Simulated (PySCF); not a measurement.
Rigid-rotor lines calculated for a species of formula C6H12P2 (commonest isotopes; PBE0-D3(BJ)/def2-SVP geometry optimisation, gas phase (PySCF 2.14.0)), labelled J(Ka,Kc):

```
     transition     MHz
1(0,1) ← 0(0,0)  2209.6
1(1,1) ← 0(0,0)  2487.7
2(1,2) ← 1(1,1)  4033.1
2(1,1) ← 1(1,0)  4805.3
2(0,2) ← 1(0,1)  4206.0
```

Question: Find the rotational constants.

Answer: 1(0,1) ← 0(0,0) is B + C, 2(1,1) ← 1(1,0) is 3B + C and 2(1,2) ← 1(1,1) is B + 3C, so B − C is half the difference of the last two, 386.1 MHz. 1(1,1) ← 0(0,0) is A + C. A = 1576.0, B = 1297.8, C = 911.8 MHz.

Question: What moments of inertia, asymmetry and inertial defect follow?

Answer: I = 505379 MHz·u·Å² over each constant: Ia = 320.68, Ib = 389.40, Ic = 554.29 u·Å²; κ = (2B − A − C)/(A − C) = 0.163 (asymmetric top); Δ = Ic − Ia − Ib = -155.79 u·Å².

Question: Which dipole components do these lines need?

Answer: μa and μb (a-type: ΔKa even, ΔKc odd; b-type: both odd). The calculation gives |μa| = 0.66 D, |μb| = 0.18 D, |μc| = 0.34 D.

Question: Predict further lines from these constants: 2(1,2) ← 1(0,1); 2(2,1) ← 2(1,1); 2(2,0) ← 1(1,1); 2(1,1) ← 2(1,2); 2(1,1) ← 1(0,1); 2(1,1) ← 2(0,2).

Answer: 
```csv
transition,MHz,type,branch
"2(2,1) ← 2(1,1)",834,c,Q
"2(1,1) ← 2(1,2)",1158,a,Q
"2(1,1) ← 2(0,2)",1263,b,Q
"2(1,2) ← 1(0,1)",4311,b,R
"2(1,1) ← 1(0,1)",5469,c,R
"2(2,0) ← 1(1,1)",6239,b,R
```

Question: Which structure gave them?

Answer: `C(#C)P(P)C(C)(C)C`, point group C1. Three constants can't fix a structure by themselves; this is the one that was computed:
```
atom  x, y, z in Å
C1     2.424    1.976    1.731
C2     1.896    1.660    0.680
P3     1.145    1.345   -0.891
P4     2.374   -0.464   -1.403
C5    -0.482    0.525   -0.352
C6    -0.311   -0.538    0.725
C7    -1.370    1.662    0.157
C8    -1.079   -0.084   -1.622
H9     2.891    2.249    2.659
H10    2.195   -0.313   -2.814
H11    3.584    0.294   -1.410
H12   -1.293   -0.971    0.980
H13    0.123   -0.111    1.641
H14    0.343   -1.357    0.388
H15   -1.516    2.439   -0.609
H16   -2.361    1.266    0.434
H17   -0.936    2.138    1.051
H18   -0.473   -0.926   -1.994
H19   -1.170    0.661   -2.429
H20   -2.087   -0.475   -1.410
```

The values belong to one conformer (point group C1) with, in the numbering `[CH:1]#[C:2][P:3]([PH2:4])[C:5]([CH3:6])([CH3:7])[CH3:8]`, C2–P3–P4–H -156° and -63°. No frequency check. Zero-point vibration and centrifugal distortion are left out. A rigid rotor knows nothing of internal rotation, which can split or shift real lines.

Time: 2.0 min of wall time; peak memory 0.87 GiB. Hardware: one thread of an Arm Neoverse V2, shared host with 96 logical CPUs at a one-minute load of 47. That covers the optimisation of the geometry.
